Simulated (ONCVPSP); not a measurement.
# Plane-wave convergence, ONCV potential for iridium

```
Element                 : Ir
Generator               : ONCVPSP 4.0.1
Type                    : optimised norm-conserving Vanderbilt (ONCV)
Functional              : PBE
Relativity              : scalar-relativistic
Frozen core             : [Kr] 4d10 4f14
Valence charge          : 17
Reference configuration : 5s2 5p6 5d7 6s2
Partial waves           : 5s+6s: rc 1.80 bohr, ncon 5, nbas 10, qcut 6.2 1/bohr, 3 projectors, debl 3.1 Ha; 5p: rc 1.60 bohr, ncon 5, nbas 8, qcut 9.6 1/bohr, 2 projectors, debl 2.4 Ha; 5d: rc 1.95 bohr, ncon 3, nbas 8, qcut 9.3 1/bohr, 2 projectors, debl 0.5 Ha; f scattering state at 0.45 Ha: rc 1.90 bohr, ncon 4, nbas 8, qcut 6.7 1/bohr, 1 projector
Local potential         : polynomial inside 1.05 bohr (lpopt 5, dvloc0 6 Ha)
Core correction         : none
```

For each optimised wave give the share of its norm inside rc, the residual kinetic energy above qcut (Ha) and the cutoffs (Ha) for errors of 10, 1, 0.1 and 0.01 mHa per electron.

```tsv
wave	norm inside rc	residual KE	10 mHa	1 mHa	0.1 mHa	0.01 mHa
5s	0.984	1.0e-04	8.8	15.2	20.2	85.4
6s	0.119	1.3e-04	5.7	15.2	20.4	86.1
s projector 3	0.110	9.1e-04	13.1	19.1	34.1	80.3
5p	0.885	4.7e-06	26.0	33.8	39.5	44.2
p projector 2	0.091	2.7e-06	21.2	31.4	38.1	43.2
5d	0.698	1.1e-09	14.2	18.8	22.7	26.0
d projector 2	0.064	9.7e-11	10.4	15.3	19.7	23.4
f projector 1	0.021	3.0e-06	4.0	10.0	15.8	20.1
```

The occupied waves need 34 Ha and 40 Ha for 1 and 0.1 mHa.
